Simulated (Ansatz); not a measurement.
```xyz
26

C    -1.611    1.988   -0.615
N    -1.370    0.583   -0.836
C    -1.998    0.116   -2.046
Hf   -0.103   -0.416    0.422
N    -1.009   -0.057    2.232
N    -0.348   -2.374   -0.121
C     1.953    0.747    1.309
C     1.907    0.961   -0.084
C     2.172   -0.274   -0.731
C     2.401   -1.213    0.285
F     2.705   -2.493    0.075
C     2.247   -0.618    1.544
H    -1.216    2.612   -1.432
H    -1.146    2.326    0.318
H    -2.687    2.206   -0.533
H    -3.088    0.272   -2.019
H    -1.811   -0.950   -2.184
H    -1.622    0.646   -2.935
H    -1.995    0.151    2.307
H    -0.621   -0.108    3.162
H     0.359   -3.020   -0.440
H    -1.173   -2.903    0.128
H     1.785    1.493    2.071
H     1.713    1.900   -0.580
H     2.210   -0.461   -1.793
H     2.346   -1.114    2.498
```

Total charge 0; spin multiplicity 1. Hf takes the def2 core potential.

Question: List the ωB97M-V/def2-TZVPP orbital energies in eV (Ansatz). (An estimate is asked.)

Answer: Computed: Occupied: -678.16, -393.64, -393.23, -393.21, -283.96, -281.91, -281.87, -281.83, -281.80, -281.79, -281.57, -69.96, -38.40, -38.29, -38.23, -37.30, -27.84, -27.08, -25.00, -24.85, -23.10, -22.86, -22.17, -19.26, -18.96, -18.68, -17.93, -16.45, -15.63, -15.34, -15.23, -15.21, -14.91, -14.87, -14.60, -13.96, -13.84, -13.59, -13.04, -12.65, -12.43, -12.41, -12.17, -11.11, -9.84, -9.46, -9.15, -8.93, -8.21. Lowest empty: 1.38, 1.99, 2.27, 2.69, 2.79, 2.84, 3.22, 3.38.
